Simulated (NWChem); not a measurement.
System: CCl2GaNO; SMILES O=C=[N][Ga]([Cl])[Cl]

NWChem input:

```
start job
memory heap 200 mb stack 900 mb global 1100 mb
geometry units angstroms noautoz
  Ga    -0.035077     0.329801     0.003794
  Cl    -1.964792     1.204818     0.008346
  Cl     1.691708     1.558661     0.002310
  N      0.136357    -1.454188     0.003007
  C      0.246684    -2.649168    -0.001830
  O      0.353803    -3.810443    -0.006010
end
basis spherical
  * library 6-31g*
end
dft
  xc bhlyp
  iterations 150
end
tddft
  nroots 6
  notriplet
end
task tddft energy
```

Excerpt of the output:

```
             Northwest Computational Chemistry Package (NWChem) 7.3.0
             --------------------------------------------------------

 C1  symmetry detected

                             Geometry "geometry" -> ""
                             -------------------------

 Output coordinates in angstroms (scale by  1.889725989 to convert to a.u.)

  No.       Tag          Charge          X              Y              Z
 ---- ---------------- ---------- -------------- -------------- --------------
    1 Ga                  31.0000     0.00025497     0.32366355     0.00013796
    2 Cl                  17.0000    -1.84028910     1.37336481    -0.00037132
    3 Cl                  17.0000     1.83326928     1.38759203    -0.00037487
    4 N                    7.0000     0.00599848    -1.46853254     0.00281802
    5 C                    6.0000     0.00536644    -2.66860165     0.00029519
    6 O                    8.0000     0.00465562    -3.83481233    -0.00163610

 Effective nuclear repulsion energy (a.u.)     573.6439132881

                                 NWChem DFT Module
                                 -----------------

 Summary of "ao basis" -> "ao basis" (spherical)
 ------------------------------------------------------------------------------
       Tag                 Description            Shells   Functions and Types
 ---------------- ------------------------------  ------  ---------------------
 Ga                          6-31g*                 12       32   5s4p3d
 Cl                          6-31g*                  8       18   4s3p1d
 N                           6-31g*                  6       14   3s2p1d
 C                           6-31g*                  6       14   3s2p1d
 O                           6-31g*                  6       14   3s2p1d

            General Information
            -------------------
          SCF calculation type: DFT
          Wavefunction type:  closed shell.
          No. of atoms     :     6
          No. of electrons :    86
           Alpha electrons :    43
            Beta electrons :    43
          Charge           :     0
          Spin multiplicity:     1
          Use of symmetry is: off; symmetry adaption is: off
          Maximum number of iterations: 150
          AO basis - number of functions:   110
                     number of shells:    46
          Convergence on energy requested:  1.00D-06
          Convergence on density requested:  1.00D-05
          Convergence on gradient requested:  5.00D-04

              XC Information
              --------------
                        BHLYP Method XC Functional
                     Hartree-Fock (Exact) Exchange  0.500
                        Slater Exchange Functional  0.500 local
                    Becke 1988 Exchange Functional  0.500 non-local
              Lee-Yang-Parr Correlation Functional  1.000

             Grid Information
             ----------------
          Grid used for XC integration:  medium
          Radial quadrature: Mura-Knowles
          Angular quadrature: Lebedev.
          Tag              B.-S. Rad. Rad. Pts. Rad. Cut. Ang. Pts.
          ---              ---------- --------- --------- ---------
          Ga                  1.30      112           9.0       590
          Cl                  1.00       88          11.0       590
          N                   0.65       49          10.0       434
          C                   0.70       49          11.0       434
          O                   0.60       49          13.0       434
          Grid pruning is: on
          Number of quadrature shells:   435
          Spatial weights used:  Erf1

      Superposition of Atomic Density Guess
      -------------------------------------

 Sum of atomic energies:       -3008.55490837

      Non-variational initial energy
      ------------------------------

 Total energy =   -3010.450368
 1-e energy   =   -5325.534663
 2-e energy   =    1741.440382
 HOMO         =      -0.382011
 LUMO         =      -0.031648

   convergence    iter        energy       DeltaE   RMS-Dens  Diis-err
 ---------------- ----- ----------------- --------- --------- ---------
 d= 0,ls=0.0,diis     1  -3012.9325057231 -3.59D+03  1.30D-02  8.83D-01
 d= 0,ls=0.0,diis     2  -3012.9408140013 -8.31D-03  5.57D-03  1.04D+00
 d= 0,ls=0.0,diis     3  -3013.0399918178 -9.92D-02  1.37D-03  4.99D-02
 d= 0,ls=0.0,diis     4  -3013.0436403490 -3.65D-03  5.57D-04  1.07D-02
 d= 0,ls=0.0,diis     5  -3013.0447138746 -1.07D-03  1.90D-04  6.85D-04
  Resetting Diis
 d= 0,ls=0.0,diis     6  -3013.0447907032 -7.68D-05  4.32D-05  1.68D-05
 d= 0,ls=0.0,diis     7  -3013.0447932052 -2.50D-06  2.41D-05  4.03D-06
 d= 0,ls=0.0,diis     8  -3013.0447932245 -1.92D-08  1.07D-05  4.88D-06
 d= 0,ls=0.0,diis     9  -3013.0447936107 -3.86D-07  2.02D-06  3.21D-08

         Total DFT energy =    -3013.044793610653
      One electron energy =    -5324.965795159255
           Coulomb energy =     1890.800382944802
    Exchange-Corr. energy =     -152.523294684269
 Nuclear repulsion energy =      573.643913288070

 Numeric. integr. density =       86.000000118471

                       DFT Final Molecular Orbital Analysis
                       ------------------------------------

 Vector   41  Occ=2.000000D+00  E=-4.004928D-01
              MO Center=  2.5D-03,  1.2D+00, -3.0D-04, r^2= 5.0D+00
   Bfn.  Coefficient  Atom+Function         Bfn.  Coefficient  Atom+Function
  ----- ------------  ---------------      ----- ------------  ---------------
    57      0.378624  3 Cl px                39      0.375421  2 Cl px
    40      0.342041  2 Cl py                58     -0.340832  3 Cl py
    44      0.193660  2 Cl py                62     -0.193059  3 Cl py
    61      0.186522  3 Cl px                43      0.184686  2 Cl px
    53     -0.147820  3 Cl px                35     -0.146584  2 Cl px

 Vector   42  Occ=2.000000D+00  E=-3.813614D-01
              MO Center=  4.4D-03, -2.0D+00,  1.2D-03, r^2= 3.4D+00
   Bfn.  Coefficient  Atom+Function         Bfn.  Coefficient  Atom+Function
  ----- ------------  ---------------      ----- ------------  ---------------
    73      0.445887  4 N  pz               101     -0.388673  6 O  pz
    77      0.359379  4 N  pz               105     -0.286276  6 O  pz
    41     -0.155716  2 Cl pz                59     -0.155529  3 Cl pz
    45     -0.095544  2 Cl pz                63     -0.095437  3 Cl pz
    87      0.071741  5 C  pz                13      0.067013  1 Ga pz

[...]

                                NWChem TDDFT Module
                                -------------------

            General Information
            -------------------
           No. of orbitals :     220
            Alpha orbitals :     110
             Beta orbitals :     110
        Alpha frozen cores :       0
         Beta frozen cores :       0
     Alpha frozen virtuals :       0
      Beta frozen virtuals :       0
         Spin multiplicity :       1
    Number of AO functions :     110
        Use of symmetry is : off
      Symmetry adaption is : off
         Schwarz screening :  0.10D-07

              XC Information
              --------------
                 BHLYP Method XC Functional
              Hartree-Fock (Exact) Exchange   0.50
                 Slater Exchange Functional   0.50 local
             Becke 1988 Exchange Functional   0.50 non-local
       Lee-Yang-Parr Correlation Functional   1.00

             TDDFT Information
             -----------------
          Calculation type : TDDFT
         Wavefunction type : Restricted singlets
          No. of electrons :      86
           Alpha electrons :      43
            Beta electrons :      43
              No. of roots :       6
          Max subspacesize :    5200
            Max iterations :     100
               Target root :       1
           Target symmetry : none
      Symmetry restriction : off
                 Algorithm : Optimal
        Davidson threshold :  0.10D-03

    6 smallest eigenvalue differences (eV)
--------------------------------------------------------
  No. Spin  Occ  Vir  Irrep   E(Occ)    E(Vir)   E(Diff)
--------------------------------------------------------
    1    1   43   44 a        -0.376    -0.034     9.291
    2    1   43   45 a        -0.376    -0.033     9.324
    3    1   42   44 a        -0.381    -0.034     9.443
    4    1   42   45 a        -0.381    -0.033     9.476
    5    1   41   44 a        -0.400    -0.034     9.963
    6    1   41   45 a        -0.400    -0.033     9.997
--------------------------------------------------------

  Entering Davidson iterations
  Restricted singlet excited states

  Iter   NTrls   NConv    DeltaV     DeltaE      Time
  ----  ------  ------  ---------  ---------  ---------
    1      6       0     0.20E+00   0.10+100       17.3
    2     18       0     0.84E-01   0.14E-01       20.5
    3     30       0     0.37E-01   0.49E-02       20.9
    4     42       0     0.30E-01   0.58E-02       20.1
    5     54       0     0.82E-02   0.81E-03       20.3
    6     66       1     0.42E-02   0.57E-04       20.6
    7     75       2     0.26E-02   0.29E-04       19.7
    8     83       4     0.99E-03   0.79E-05       20.5
    9     87       5     0.31E-03   0.11E-05       20.1
   10     89       6     0.67E-04   0.46E-07       18.6
  ----  ------  ------  ---------  ---------  ---------
  Convergence criterion met

  Ground state a       -3013.044793610653 a.u.

  ----------------------------------------------------------------------------
  Root   1 singlet a              0.229352845 a.u.                6.2410 eV
  ----------------------------------------------------------------------------
     Transition Moments    X  0.00227   Y  0.00000   Z -0.00008
     Dipole Oscillator Strength                    0.0000007893
     Electric Quadrupole                           0.0000000004
     Magnetic Dipole                               0.0000002401
     Total Oscillator Strength                     0.0000010297

     Occ.   41  a   ---  Virt.   44  a    0.07616 X
     Occ.   43  a   ---  Virt.   44  a    0.95618 X
     Occ.   43  a   ---  Virt.   45  a    0.08192 X
     Occ.   43  a   ---  Virt.   49  a   -0.22695 X
     Occ.   43  a   ---  Virt.   51  a   -0.10419 X
  ----------------------------------------------------------------------------
  Root   2 singlet a              0.242514619 a.u.                6.5992 eV
  ----------------------------------------------------------------------------
     Transition Moments    X  0.06791   Y  0.00125   Z -0.00000
     Dipole Oscillator Strength                    0.0007458620
     Electric Quadrupole                           0.0000000291
     Magnetic Dipole                               0.0000000510
     Total Oscillator Strength                     0.0007459421

     Occ.   34  a   ---  Virt.   45  a   -0.06502 X
     Occ.   39  a   ---  Virt.   46  a   -0.07528 X
     Occ.   41  a   ---  Virt.   45  a    0.40245 X
     Occ.   41  a   ---  Virt.   47  a    0.07635 X
     Occ.   43  a   ---  Virt.   44  a    0.07631 X
     Occ.   43  a   ---  Virt.   45  a   -0.88996 X
     Occ.   43  a   ---  Virt.   47  a    0.06890 X
     Occ.   43  a   ---  Virt.   48  a    0.08153 X
  ----------------------------------------------------------------------------
  Root   3 singlet a              0.247603923 a.u.                6.7376 eV
  ----------------------------------------------------------------------------
     Transition Moments    X  0.00001   Y -0.02285   Z -0.01481
     Dipole Oscillator Strength                    0.0001223644
     Electric Quadrupole                           0.0000000328
     Magnetic Dipole                               0.0000002014
     Total Oscillator Strength                     0.0001225986

     Occ.   35  a   ---  Virt.   45  a   -0.08230 X
     Occ.   38  a   ---  Virt.   45  a    0.18997 X
     Occ.   38  a   ---  Virt.   47  a    0.05716 X
     Occ.   40  a   ---  Virt.   46  a   -0.05965 X
     Occ.   42  a   ---  Virt.   44  a    0.11321 X
     Occ.   42  a   ---  Virt.   45  a   -0.95476 X
     Occ.   42  a   ---  Virt.   47  a    0.08591 X
     Occ.   42  a   ---  Virt.   48  a    0.09328 X
     Occ.   42  a   ---  Virt.   52  a    0.05507 X
  ----------------------------------------------------------------------------
  Root   4 singlet a              0.251433826 a.u.                6.8419 eV
  ----------------------------------------------------------------------------
     Transition Moments    X -0.00248   Y -0.74592   Z  0.00060
     Dipole Oscillator Strength                    0.0932646401
     Electric Quadrupole                           0.0000007529
     Magnetic Dipole                               0.0000000001
     Total Oscillator Strength                     0.0932653932

     Occ.   39  a   ---  Virt.   45  a   -0.18920 X
     Occ.   42  a   ---  Virt.   44  a    0.89146 X
     Occ.   42  a   ---  Virt.   45  a    0.10835 X
     Occ.   42  a   ---  Virt.   49  a   -0.15845 X
     Occ.   42  a   ---  Virt.   51  a   -0.06353 X
     Occ.   43  a   ---  Virt.   46  a   -0.29838 X
     Occ.   43  a   ---  Virt.   50  a    0.16329 X
  ----------------------------------------------------------------------------
  Root   5 singlet a              0.254694183 a.u.                6.9306 eV
  ----------------------------------------------------------------------------
     Transition Moments    X -0.00746   Y  0.00021   Z  0.00086
     Dipole Oscillator Strength                    0.0000095792
     Electric Quadrupole                           0.0000001796
     Magnetic Dipole                               0.0000002839
     Total Oscillator Strength                     0.0000100428

     Occ.   38  a   ---  Virt.   46  a   -0.09690 X
     Occ.   38  a   ---  Virt.   53  a   -0.06912 X
     Occ.   40  a   ---  Virt.   44  a   -0.10175 X
     Occ.   40  a   ---  Virt.   45  a    0.97347 X
     Occ.   40  a   ---  Virt.   47  a    0.10451 X
     Occ.   40  a   ---  Virt.   48  a   -0.07165 X
     Occ.   42  a   ---  Virt.   46  a    0.06784 X
  ----------------------------------------------------------------------------
  Root   6 singlet a              0.256335520 a.u.                6.9752 eV
  ----------------------------------------------------------------------------
     Transition Moments    X -0.56096   Y  0.00925   Z -0.00002
     Dipole Oscillator Strength                    0.0537890337
     Electric Quadrupole                           0.0000000434
     Magnetic Dipole                               0.0000001152
     Total Oscillator Strength                     0.0537891923

     Occ.   34  a   ---  Virt.   45  a    0.05728 X
     Occ.   39  a   ---  Virt.   46  a   -0.08883 X
     Occ.   39  a   ---  Virt.   53  a   -0.05293 X
     Occ.   40  a   ---  Virt.   44  a   -0.29678 X
     Occ.   41  a   ---  Virt.   44  a   -0.09698 X
     Occ.   41  a   ---  Virt.   45  a    0.84795 X
     Occ.   41  a   ---  Virt.   48  a   -0.07536 X
     Occ.   43  a   ---  Virt.   45  a    0.37639 X
     Occ.   43  a   ---  Virt.   47  a   -0.08205 X

              Target root =      1
          Target symmetry = none
      Ground state energy =  -3013.044793610653
        Excitation energy =      0.229352844551
     Excited state energy =  -3012.815440766102

  stored tddft:energy   -3012.8154407661018
```

Level: BHandHLYP/6-31G* (spherical d), full TDDFT. Structure relaxed at the PBE0/def2-SVP level.
